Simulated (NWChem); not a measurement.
# C$_{2}$H$_{4}$FNOSi; SMILES F[SiH2]/C=N/C=O

```xyz
10

O      0.1707     3.3825     0.0000
C     -0.3731     2.3073     0.0000
N      0.3355     1.0627     0.0000
C     -0.4127     0.0123     0.0000
Si     0.4855    -1.6585     0.0000
F     -0.6384    -2.8529     0.0000
H     -1.5053     2.1837     0.0000
H     -1.5363     0.0988     0.0000
H      1.3125    -1.7674     1.2440
H      1.3125    -1.7674    -1.2440
```
Atoms are numbered in this order, from 1.

Results from NWChem. All runs use the structure optimised with PBE-D3(BJ)/def2-SVP. Level: M06-2X/def2-SVP with SMD (1 M gas to 1 M solution), gas-phase geometry. Reactions with the solvent are ignored.

Problem. Among these, which solvent gives the highest value of “cavity-dispersion-structure term (kcal/mol)”?
(A) water
(B) dichloromethane
(C) cyclohexane
(D) ethanol

Solution. A, water. Values: cyclohexane 0.4; dichloromethane 0.9; ethanol 3.2; water 5.1
